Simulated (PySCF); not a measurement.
# SMILES C=CC=C=C=CC(C)=O, C8H8O

Molfile (atoms numbered from 1):
```
C8H8O
     RDKit          3D

 17 16  0  0  0  0  0  0  0  0999 V2000
    3.6321    0.4429    1.1355 C   0  0  0  0  0  0  0  0  0  0  0  0
    2.3600    0.3260    0.7513 C   0  0  0  0  0  0  0  0  0  0  0  0
    1.7938   -0.9081    0.2840 C   0  0  0  0  0  0  0  0  0  0  0  0
    0.5253   -1.0323   -0.0838 C   0  0  0  0  0  0  0  0  0  0  0  0
   -0.6732   -1.1411   -0.4239 C   0  0  0  0  0  0  0  0  0  0  0  0
   -1.9442   -1.2373   -0.7792 C   0  0  0  0  0  0  0  0  0  0  0  0
   -2.8892   -0.1164   -0.7363 C   0  0  0  0  0  0  0  0  0  0  0  0
   -2.3328    1.1943   -0.2325 C   0  0  0  0  0  0  0  0  0  0  0  0
   -4.0444   -0.2491   -1.0812 O   0  0  0  0  0  0  0  0  0  0  0  0
    4.3078   -0.3967    1.1136 H   0  0  0  0  0  0  0  0  0  0  0  0
    4.0364    1.3765    1.4855 H   0  0  0  0  0  0  0  0  0  0  0  0
    1.6959    1.1798    0.7837 H   0  0  0  0  0  0  0  0  0  0  0  0
    2.4467   -1.7719    0.2373 H   0  0  0  0  0  0  0  0  0  0  0  0
   -2.3437   -2.1818   -1.1248 H   0  0  0  0  0  0  0  0  0  0  0  0
   -3.0874    1.9718   -0.3172 H   0  0  0  0  0  0  0  0  0  0  0  0
   -2.0396    1.0854    0.8101 H   0  0  0  0  0  0  0  0  0  0  0  0
   -1.4507    1.4700   -0.8060 H   0  0  0  0  0  0  0  0  0  0  0  0
  1  2  2  0
  2  3  1  0
  3  4  2  0
  4  5  2  0
  5  6  2  0
  6  7  1  0
  7  8  1  0
  7  9  2  0
  1 10  1  0
  1 11  1  0
  2 12  1  0
  3 13  1  0
  6 14  1  0
  8 15  1  0
  8 16  1  0
  8 17  1  0
M  END
```

Computed, not measured: quadratic response wB97X-D/def2-SVPD first hyperpolarisability, Taylor convention, gas phase (PySCF). Geometry: GFN2-xTB.

Problem. What is the first hyperpolarisability, and how does it disperse?

Solution. In au, Taylor convention; the vector part is βᵢ = ⅓ Σⱼ (βᵢⱼⱼ + βⱼᵢⱼ + βⱼⱼᵢ); β∥ is 3/5 of the vector part along the dipole, the dipole points from − to +:
```csv
process,λ (nm),β vector norm,β∥,β HRS,depolarisation ratio
"static β(0;0,0)",∞,622.0,366.4,253.8,5.26
"second harmonic β(−2ω;ω,ω)",1907,762.7,450.3,310.6,5.26
"Pockels β(−ω;ω,0)",1907,665.0,392.1,–,–
"second harmonic β(−2ω;ω,ω)",1340,951.7,563.1,387.3,5.23
"Pockels β(−ω;ω,0)",1340,713.0,420.7,–,–
```

Problem. Which lowest excitations, dipole and polarisabilities go with it?

Solution. S1 3.26 eV (f = 0.000); S2 4.15 eV (f = 1.002); S3 4.16 eV (f = 0.001); dipole 5.05 D; isotropic α 131.7 au static, 133.1 au at 1907 nm, 134.6 au at 1340 nm, 137.6 au at 953.5 nm, 144.8 au at 670 nm.
